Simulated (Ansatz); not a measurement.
Cost and result up the ladder for Cu₈Te₄ (12 atoms). Total charge 0; singlet. Geometry: PBE-D4/def2-SVP.

```tsv
atom	x (Å)	y (Å)	z (Å)
Cu1	1.687	0.517	-1.038
Cu2	-0.767	-1.560	2.277
Cu3	0.501	2.292	0.169
Cu4	-0.032	-1.360	-1.591
Cu5	-0.861	1.108	-1.491
Cu6	1.035	-1.197	0.683
Cu7	-1.607	-0.585	0.212
Cu8	-0.152	0.743	1.822
Te9	0.670	0.337	-3.326
Te10	2.400	0.861	1.425
Te11	-2.122	1.908	0.620
Te12	-0.752	-3.065	0.237
```

Ansatz on 2 threads of AMD EPYC 7R13 on a shared host and a share (18 GiB) of an NVIDIA H100 80GB HBM3. Times are rough, and most runs start from the orbitals of an earlier one. r2SCAN0-D4/def2-TZVP serves as the yardstick here, not as an exact answer. Differences are given only for rows in sets of like size (and for xTB, whose basis is part of the method), since another set adds its own error. Binding counts from free atoms at the same level (Cu doublet, Te triplet; other spins of the atoms weren't run), without zero-point energy or a counterpoise term.

In the def2 sets Te takes a core potential; there is no spin–orbit coupling. Correlated methods freeze 88 core orbitals; core or outer-core shells of Te are correlated, in sets that lack core-valence functions. Single mean-field runs in def2-TZVP are fitted with def2-universal-jkfit. No other spin state of charge 0 was run. Another isomer (singlet) lies 0.38 eV lower at PBE0-D4/def2-TZVP; other spin states weren't run for this one.

Correlated methods converge slowly with the basis.

```
                         level  functions  wall time
           r2SCAN-D4/def2-TZVP        560      9.5 s
              PBE0-D4/def2-SVP        352       10 s
PBE-D4/def2-TZVP (with forces)        560       11 s
               PBE-D4/def2-SVP        352       11 s
          r2SCAN0-D4/def2-TZVP        560       12 s
             PBE0-D4/def2-TZVP        560       14 s
                 MP2/def2-TZVP        560       16 s
             RPA@PBE/def2-TZVP        560       19 s
```

Estimate what each level gives for the binding energy per atom (eV).


| level | binding energy per atom (eV) | difference from r2SCAN0-D4/def2-TZVP (eV) |
| --- | --- | --- |
| r2SCAN-D4/def2-TZVP | 2.89 | 0.25 |
| PBE0-D4/def2-SVP | 3.01 | – |
| PBE-D4/def2-TZVP (with forces) | 2.89 | 0.25 |
| PBE-D4/def2-SVP | 3.34 | – |
| r2SCAN0-D4/def2-TZVP | 2.64 | 0.00 |
| PBE0-D4/def2-TZVP | 2.66 | 0.02 |
| MP2/def2-TZVP | 2.68 | 0.04 |
| RPA@PBE/def2-TZVP | 2.30 | -0.34 |
